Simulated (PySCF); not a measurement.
C$_{2}$H$_{5}$Se, doublet, at a GFN2-xTB geometry, with bond 3-2 at 1.8 times its length; PBE0/3-21G (PySCF).

PySCF was given this input:
```python
from pyscf import gto, scf, dft

mol = gto.M(
    atom='''
C    -2.05964482   -0.44611313    0.14756249
C    -0.65165132   -1.00128298    0.21938804
Se    1.81526659    1.47936195   -0.34814042
H    -2.25557432   -0.01859551   -0.83351785
H    -2.77831468   -1.24373258    0.32794536
H    -2.20685412    0.32883643    0.89686945
H    -0.49080815   -1.77207770   -0.53525115
H    -0.44186542   -1.42305889    1.20303954
''',
    basis='3-21g',
    spin=1,
    verbose=4,
)

mf = dft.UKS(mol)
mf.xc = 'pbe0'
mf.kernel()
mo_i, mo_e, stable_i, stable_e = mf.stability(internal=True, external=False, return_status=True, nroots=6, tol=1e-6)
print('internally stable:', stable_i, ' externally stable:', stable_e)
if not stable_i:
    umf = mf.copy()
    umf.scf_summary = {}
    umf.kernel(umf.make_rdm1(mo_i, mf.mo_occ))
```

What the program printed (banner, timings and long lists left out):

```
PySCF version 2.14.0

[INPUT] verbose = 4
[INPUT] num. atoms = 8
[INPUT] num. electrons = 51
[INPUT] charge = 0
[INPUT] spin (= nelec alpha-beta = 2S) = 1
[INPUT] symmetry False subgroup None
[INPUT] Mole.unit = angstrom
[INPUT] Symbol           X                Y                Z      unit          X                Y                Z       unit  Magmom
[...]
nuclear repulsion = 112.74624319011
number of shells = 30
number of NR pGTOs = 99
number of NR cGTOs = 50
basis = 3-21g
ecp = {}

******** <class 'pyscf.dft.uks.UKS'> ********
method = UKS
initial guess = minao
damping factor = 0
level_shift factor = 0
DIIS = <class 'pyscf.scf.diis.CDIIS'>
diis_start_cycle = 1
diis_space = 8
diis_damp = 0
SCF conv_tol = 1e-09
SCF conv_tol_grad = None
SCF max_cycles = 50
direct_scf = True
direct_scf_tol = 1e-13
number electrons alpha = 26  beta = 25
XC library pyscf.dft.libxc version 7.1.2
    S. Lehtola, C. Steigemann, M. J. T. Oliveira, and M. A. L. Marques,  SoftwareX 7, 1–5 (2018)
XC functionals = pbe0
    C. Adamo and V. Barone,  J. Chem. Phys. 110, 6158 (1999)
    M. Ernzerhof and G. E. Scuseria,  J. Chem. Phys. 110, 5029 (1999)
radial grids:
    Treutler-Ahlrichs [JCP 102, 346 (1995); DOI:10.1063/1.469408] (M4) radial grids

becke partition: Becke, JCP 88, 2547 (1988); DOI:10.1063/1.454033
pruning grids: <function nwchem_prune>
grids dens level: 3
symmetrized grids: False
atomic radii adjust function: <function treutler_atomic_radii_adjust>
small_rho_cutoff = 0
Set gradient conv threshold to 3.16228e-05
tot grids = 97704
init E= -2465.87528003783

cycle= 1 E= -2468.28029895011  delta_E= -2.41  |g|= 0.314  |ddm|= 1.67
cycle= 2 E= -2467.64981039681  delta_E= 0.63  |g|= 0.884  |ddm|= 1.78
cycle= 3 E= -2468.25375962607  delta_E= -0.604  |g|= 0.385  |ddm|= 1.73
cycle= 4 E= -2468.42218458348  delta_E= -0.168  |g|= 0.0472  |ddm|= 0.57
cycle= 5 E= -2468.42740271129  delta_E= -0.00522  |g|= 0.0402  |ddm|= 0.147
cycle= 6 E= -2468.43292964458  delta_E= -0.00553  |g|= 0.0387  |ddm|= 0.119
cycle= 7 E= -2468.42249939727  delta_E= 0.0104  |g|= 0.031  |ddm|= 0.274
cycle= 8 E= -2468.418999401  delta_E= 0.0035  |g|= 0.059  |ddm|= 0.329
cycle= 9 E= -2468.41952894793  delta_E= -0.00053  |g|= 0.0484  |ddm|= 0.0363
cycle= 10 E= -2468.42062563819  delta_E= -0.0011  |g|= 0.0204  |ddm|= 0.0844
cycle= 11 E= -2468.42089730307  delta_E= -0.000272  |g|= 0.00569  |ddm|= 0.0378
cycle= 12 E= -2468.42092701313  delta_E= -2.97e-05  |g|= 0.00147  |ddm|= 0.00739
[...]
cycle= 20 E= -2468.42092066854  delta_E= 1.55e-10  |g|= 7.71e-06  |ddm|= 0.000196
Extra cycle  E= -2468.42092066717  delta_E= 1.37e-09  |g|= 3.99e-05  |ddm|= 7e-05
converged SCF energy = -2468.42092066717  <S^2> = 0.76082971  2S+1 = 2.0108006
uhf_internal: lowest eigs of H = [-1.54176417e-01 -1.19500112e-02  1.18260030e-04  4.23914767e-02
  6.83983987e-02  1.49305631e-01]
<class 'pyscf.dft.uks.UKS'> wavefunction has an internal instability
internally stable: False  externally stable: None

******** <class 'pyscf.dft.uks.UKS'> ********
method = UKS
initial guess = minao
damping factor = 0
level_shift factor = 0
DIIS = <class 'pyscf.scf.diis.CDIIS'>
diis_start_cycle = 1
diis_space = 8
diis_damp = 0
SCF conv_tol = 1e-09
SCF conv_tol_grad = None
SCF max_cycles = 50
direct_scf = True
direct_scf_tol = 1e-13
number electrons alpha = 26  beta = 25
XC library pyscf.dft.libxc version 7.1.2
    S. Lehtola, C. Steigemann, M. J. T. Oliveira, and M. A. L. Marques,  SoftwareX 7, 1–5 (2018)
XC functionals = pbe0
    C. Adamo and V. Barone,  J. Chem. Phys. 110, 6158 (1999)
    M. Ernzerhof and G. E. Scuseria,  J. Chem. Phys. 110, 5029 (1999)
radial grids:
    Treutler-Ahlrichs [JCP 102, 346 (1995); DOI:10.1063/1.469408] (M4) radial grids

becke partition: Becke, JCP 88, 2547 (1988); DOI:10.1063/1.454033
pruning grids: <function nwchem_prune>
grids dens level: 3
symmetrized grids: False
atomic radii adjust function: <function treutler_atomic_radii_adjust>
small_rho_cutoff = 0
Set gradient conv threshold to 3.16228e-05
init E= -2468.44683867199
cycle= 1 E= -2468.44957840889  delta_E= -0.00274  |g|= 0.0675  |ddm|= 0.191
cycle= 2 E= -2468.44889680109  delta_E= 0.000682  |g|= 0.078  |ddm|= 0.161
cycle= 3 E= -2468.45237346803  delta_E= -0.00348  |g|= 0.00187  |ddm|= 0.0813
cycle= 4 E= -2468.45237606491  delta_E= -2.6e-06  |g|= 0.000632  |ddm|= 0.00346
cycle= 5 E= -2468.45237634763  delta_E= -2.83e-07  |g|= 0.000261  |ddm|= 0.000987
cycle= 6 E= -2468.45237640253  delta_E= -5.49e-08  |g|= 7.11e-05  |ddm|= 0.000425
cycle= 7 E= -2468.45237641086  delta_E= -8.34e-09  |g|= 1.44e-05  |ddm|= 0.000227
cycle= 8 E= -2468.45237641225  delta_E= -1.39e-09  |g|= 6.43e-06  |ddm|= 0.000108
cycle= 9 E= -2468.4523764131  delta_E= -8.45e-10  |g|= 5.55e-06  |ddm|= 8.32e-05
Extra cycle  E= -2468.45237641366  delta_E= -5.57e-10  |g|= 5.04e-06  |ddm|= 6.1e-05
converged SCF energy = -2468.45237641366  <S^2> = 1.6070619  2S+1 = 2.7254812
```
